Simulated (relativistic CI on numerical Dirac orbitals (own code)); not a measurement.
**Slater and spin-orbit integrals, Ag XXXI**

Computed by Dirac-Coulomb-Breit CI, orbitals from a KLI potential per configuration, model QED (radiative potential, 1s self-energy scaled to tabulated hydrogen-like ionisation energies), unscaled Slater integrals (own radial code, finite nucleus).

Slater integrals F^k, G^k are unscaled and averaged over j, outside the closed core [Ne]; ζ comes from projecting the Hamiltonian with its Breit term on Σ l·s of the shell.

- 3s²3p⁵: ζ(3p) = 216260 cm⁻¹; <r>(3p) = 0.3232, <r^2>(3p) = 0.1205 (bohr units).
- 3s²3p⁴3d: F^2(3p,3p) = 306510, ζ(3p) = 215950, F^2(3p,3d) = 307760, G^1(3p,3d) = 328050, G^3(3p,3d) = 219480, ζ(3d) = 27731 cm⁻¹; <r>(3p) = 0.3236, <r^2>(3p) = 0.1208, <r>(3d) = 0.288, <r^2>(3d) = 0.09601 (bohr units).
- 3s3p⁵3d: G^1(3s,3p) = 388000, ζ(3p) = 215830, G^2(3s,3d) = 245820, F^2(3p,3d) = 307530, G^1(3p,3d) = 327950, G^3(3p,3d) = 219370, ζ(3d) = 27938 cm⁻¹; <r>(3s) = 0.3326, <r^2>(3s) = 0.1259, <r>(3p) = 0.3238, <r^2>(3p) = 0.121, <r>(3d) = 0.2883, <r^2>(3d) = 0.09623 (bohr units).

Averages of the first 10 configurations, taken without configuration mixing, which lowers the lowest level and can move excited configurations by several eV; other configurations of the list can lie among them:

| Configuration | Parity | States | Average energy above the lowest level (eV) |
| --- | --- | --- | --- |
| 3s²3p⁵ | odd | 6 | 21.1 |
| 3s3p⁶ | even | 2 | 158.0 |
| 3s²3p⁴3d | even | 150 | 177.6 |
| 3s3p⁵3d | odd | 120 | 308.7 |
| 3p⁶3d | even | 10 | 453.1 |
| 3s3p⁴3d² | even | 1350 | 464.4 |
| 3s²3p³3d4p | even | 1200 | 1054.3 |
| 3p⁶4s | even | 2 | 1126.9 |
| 3s²3p⁴4s | even | 30 | 849.3 |
| 3s3p⁴3d4s | even | 600 | 1130.9 |
